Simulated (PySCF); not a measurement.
NbO2Cl, SMILES [O]=[Nb](=[O])[Cl], multiplicity 1.

Geometry: PBE-D3(BJ)/def2-SVP. The spin state was assumed, not searched. The def2 effective core potentials stand for the cores of Nb; spin–orbit coupling is left out.

Two levels are set side by side: TDDFT-PBE/def2-SVPD (PySCF) and TDDFT-B3LYP/def2-SVPD (PySCF). Vertical, same geometry. The lowest singlet is HOMO→LUMO 100 % with PBE and HOMO→LUMO 99 % with the other functional; states are paired by order. Differences are taken from unrounded values.

| quantity | TDDFT-PBE |
|---|---|
| lowest singlet excitation (eV) | 2.54 |
| lowest triplet excitation (TDA) (eV) | 2.44 |

Question: These are the TDDFT-PBE values. What does TDDFT-B3LYP give? (The exact figures need the calculation; the answer reports its results.)

Answer: 
```tsv
quantity	TDDFT-B3LYP	TDDFT-PBE minus TDDFT-B3LYP
lowest singlet excitation (eV)	2.88	-0.33
lowest triplet excitation (TDA) (eV)	2.77	-0.33
```

A lower first singlet is the usual sign of a functional without exact exchange. Differences between two approximate levels are no errors against the true value.

Rough cost on one machine, each run with all the roots and properties that it gave: TDDFT-B3LYP against TDDFT-PBE about 3 times.
